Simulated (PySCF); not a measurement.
## Ionisation energy of Nd⁴⁵⁺ by level of theory

Nd⁴⁵⁺ [Ne] 3s2 3p3 (4S) → Nd⁴⁶⁺ [Ne] 3s2 3p2 (3P), as a difference of total energies. Calculation: PySCF 2.14, in an uncontracted even-tempered set (18 s from 9.6 bohr⁻², ratio 2.5; 12 p from 12 bohr⁻², ratio 2.5; 4 d from 50 bohr⁻², ratio 2.7; 4 f from 74 bohr⁻², ratio 2.7); scalar relativity by spin-free X2C-1e. Correlated levels: outer shells: 1s2 frozen; virtual orbitals above 40 to 60 times the deepest correlated orbital energy dropped. The calculations carry no spin-orbit coupling.

| method | ionisation energy (eV) |
| --- | --- |
| UHF | 3718.6 |
| MP2 (outer shells) | 3719.1 |
| SCS-MP2 (outer shells) | 3718.9 |
| CCSD (outer shells) | 3719.0 |
| CCSD(T) (outer shells) | 3719.0 |

Spin-orbit coupling is strong in these open shells (close to jj coupling). The scalar numbers leave it out and a first-order estimate fails, so it can dominate the gap to the real levels.

The ground level that NIST lists for one species does not belong to the high-spin term computed here, so part of any gap is the choice of state.

Breit and QED terms and the two-electron picture change are absent.

For comparison: 3662 ± 4 eV (theoretical estimate listed by NIST; NIST Atomic Spectra Database, ionization energies).
